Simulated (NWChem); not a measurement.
Molecule: C3H10Si; SMILES C[SiH](C)C

All runs: NWChem. Medium grid unless said otherwise, to which SCAN and Minnesota functionals are sensitive. Structure relaxed at the PBE0/def2-SVP level. B3LYP is NWChem's, with the RPA form of VWN correlation. Total energies of different functionals are on different scales.

| level | energy (Ha) | highest occupied level (eV) | orbital gap (eV) | dipole (D) |
|---|---|---|---|---|
| LDA (Slater exchange, VWN5)/def2-TZVPD | -407.5867 | -7.32 | 6.95 | 0.60 |
| PBE/def2-TZVPD | -409.5802 | -7.23 | 6.91 | 0.59 |
| BLYP/def2-TZVPD | -409.8255 | -7.12 | 6.81 | 0.56 |
| TPSS/def2-TZVPD | -409.9644 | -7.35 | 7.21 | 0.55 |
| r2SCAN/def2-TZVPD | -409.8090 | -7.51 | 7.95 | 0.60 |
| B3LYP/def2-TZVPD | -409.9480 | -8.33 | 8.36 | 0.55 |
| PBE0/def2-TZVPD | -409.6385 | -8.54 | 8.83 | 0.58 |
| M06-2X/def2-TZVPD | -409.8228 | -9.69 | 10.14 | 0.50 |
| CAM-B3LYP/def2-TZVPD | -409.8456 | -9.93 | 10.80 | 0.55 |
| Hartree-Fock/def2-TZVPD | -408.4430 | -11.71 | 13.67 | 0.54 |
